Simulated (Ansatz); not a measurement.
`S[CH2][GeH3]` + `C=N` → `C=NCS` + GeH₄  (substitution at a C–Ge bond)

Gas-phase electronic energies from Ansatz, PBE0-D4/def2-TZVP geometries. CCSD(T)/CBS adds triple-zeta CCSD(T) − MP2 to the extrapolated MP2 energy (def2 sets, frozen cores). This one scheme is used for every species. Functionals use def2-TZVPP. For Ge outer-core shells are correlated without core-valence functions, which leaves a few kJ/mol of doubt a bond. Scalar relativity is left out up to krypton. One conformer a species, not always the lowest.

`S[CH2][GeH3]`:

```xyz
9

S    -0.519   -0.044   -2.018
C    -0.707    0.534   -0.315
Ge    0.443   -0.439    0.943
H     0.817    0.067   -2.093
H    -1.750    0.344   -0.057
H    -0.543    1.611   -0.249
H     0.311    0.148    2.362
H     1.901   -0.299    0.472
H     0.047   -1.922    0.953
```

`C=N`:

Z-matrix (Å, degrees):
```
C
N 1 1.261
H 1 1.096 2 124.9
H 1 1.092 2 118.8 3 -180.0
H 2 1.021 1 111.0 3 -0.0
```

`C=NCS`:

Z-matrix (Å, degrees):
```
C
N 1 1.437
S 1 1.811 2 111.7
H 1 1.091 2 108.8 3 120.4
H 1 1.100 2 113.6 3 -118.4
C 2 1.259 1 117.6 3 113.5
H 3 1.343 1 95.9 2 59.7
H 6 1.099 2 123.3 1 0.1
H 6 1.089 2 119.3 1 -179.7
```

GeH₄:

Z-matrix (Å, degrees):
```
Ge
H 1 1.534
H 1 1.534 2 109.5
H 1 1.534 2 109.5 3 -120.0
H 1 1.534 2 109.5 3 120.0
```

```json
{"level": "PBE-D4", "ΔE (kcal/mol)": "6.0"}
{"level": "BHLYP", "ΔE (kcal/mol)": "6.3"}
{"level": "CCSD/def2-SVP", "ΔE (kcal/mol)": "4.6"}
{"level": "CCSD/def2-TZVPP", "ΔE (kcal/mol)": "8.2"}
```

Question: What does CCSD(T)/CBS give? (Best estimate.)

Answer: Computed: +8.6 kcal/mol. The listed levels differ from it by -2.6, -2.3, -4.0, -0.4 kcal/mol.

Largest T1 diagnostic among the species: 0.012.

In def2-TZVPP, CCSD(T) changes the Hartree–Fock value by +1.4 kcal/mol (the triples alone add −0.2 kcal/mol) and MP2 by +1.8 kcal/mol. At CCSD(T), def2-SVP lies −4.4 kcal/mol from the extrapolated value and def2-TZVPP −0.6 kcal/mol.
